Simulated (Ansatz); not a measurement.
Gas-phase electronic energies from Ansatz, PBE0-D4/def2-TZVP geometries. CCSD(T)/CBS is the MP2 limit (def2-TZVPP, def2-QZVPP) plus CCSD(T) − MP2 in def2-TZVPP, frozen cores. This one scheme is used for every species. Functionals use def2-TZVPP. For Se outer-core shells are correlated without core-valence functions, which leaves a few kJ/mol of doubt a bond. Scalar relativity is left out up to krypton. One conformer a species, not always the lowest.

Consider the ligand exchange at the Si–O bond: `O[SiH2]O` + H₂Se → `O[SiH2][SeH]` + H₂O.

| level | ΔE (kcal/mol) |
| --- | --- |
| BHLYP-D4 | 11.7 |
| PBE-QIDH | 9.7 |
| BHLYP | 13.2 |
| CCSD/def2-TZVPP | 11.8 |

What does CCSD(T)/CBS give? (An estimate is asked.)

Computed: +9.6 kcal/mol. The listed levels differ from it by 2.1, 0.1, 3.6, 2.2 kcal/mol.

Largest T1 diagnostic among the species: 0.011.

From BLYP to BHLYP (50 % exact exchange), in def2-TZVPP and without D4, ΔE moves by +1.3 kcal/mol. The D4 term adds −1.2 kcal/mol with B3LYP and −0.7 kcal/mol with PBE0; it sums over pairs of atoms, weighted by their polarisabilities, and B3LYP, whose exchange is more repulsive, gets the larger term.

B3LYP here is the variant with VWN-RPA as its local correlation; programs differ in this.
